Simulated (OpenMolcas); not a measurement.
**Fe2+: moving or changing the point charges**

Fe2+ among 6 point charges of -2 e arranged as a tetragonal octahedron (D4h), 2.02 Å from the ion, with the axial distance 2.161 Å. The active orbitals were held to one l.

```
Program             : OpenMolcas
Method              : CASSCF
Basis               : ANO-RCC-VDZP [5s4p2d1f]
Scalar Hamiltonian  : DKH2, point nucleus
Active space        : 6 electrons in 5 orbitals (3d)
State averaging     : 2S+1 = 5 even, 5 roots; 2S+1 = 3 even, 45 roots; 2S+1 = 1 even, 50 roots
Spin-orbit coupling : RASSI with atomic mean-field integrals over the reference wave functions
```

Runs around this geometry, states (labels of D4, the rotations of D4h). Energies in cm-1 above the lowest state or level, χT in cm3 K/mol.

```tsv
R (Å)	Axial / equatorial distance	Ground state	First state of that spin	First gap with spin-orbit (degeneracies)	χT at 300 K	First state of another spin
1.84	1.07	5E	5B2 2010	70.6 (2, 1)	3.767	3E 18183
2.02	1.07	5E	5B2 1608	64.8 (2, 1)	3.868	3E 19958
2.02	1.16	5E	5B2 3211	69.9 (2, 1)	3.851	3E 20209
```

Taking the first state of the same spin as R^-n, n = -ln(1608 / 2010) / ln(2.02 / 1.84) = 2.4 between the shortest and longest distance.

An orbital doublet at a regular site is open to a Jahn-Teller distortion, which this geometry leaves out. Without dynamic correlation the repulsion within the d shell is too large (B by tens of per cent), so at a given field states of lower spin stand too high. This is an electrostatic model: the charges have no orbitals. No measured value stands beside these numbers.
